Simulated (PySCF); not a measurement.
## FGaH2: core ionisation energies

Species: GaH2F.
Cartesian coordinates in Å at the PBE0-D3(BJ)/def2-SVP level; atoms count from 1:
```xyz
4
FGaH2 angstrom
Ga     0.063    0.106    0.000
H      1.611   -0.081    0.015
H     -0.838    1.379   -0.019
F     -0.835   -1.404    0.004
```

The calculation used delta-SCF UKS SCAN, pcX-2 on the ionised atom, pcseg-1 elsewhere, spin-free X2C in PySCF 2.14.0. Each binding energy is the total energy of the core-ionised species, with the hole localised on one atom, minus that of the ground state; both are solved self-consistently, so orbital relaxation is included.

Q: Give the core binding energies atom by atom.

A: 
```csv
atom(s),environment,level,binding energy (eV),count
F4,fluorine bonded to Ga,F 1s,690.93,1
```

Q: Which photon wavelength matches the F 1s of F4 threshold?

A: λ = hc/E = 12398.42 eV Å / 690.93 eV = 17.945 Å.

Q: Which photon energy gives electrons from F 1s of F4 a kinetic energy of 200 eV, and what is their de Broglie wavelength?

A: hν = 690.93 + 200 = 890.93 eV, recoil neglected; λ = 12.264 Å/√(E/eV) = 0.87 Å.

No level of gallium is listed. Isolated species at its PBE0-D3(BJ)/def2-SVP geometry, gas phase.

On one thread of an Arm Neoverse V2, shared host, this took 1.0 s.
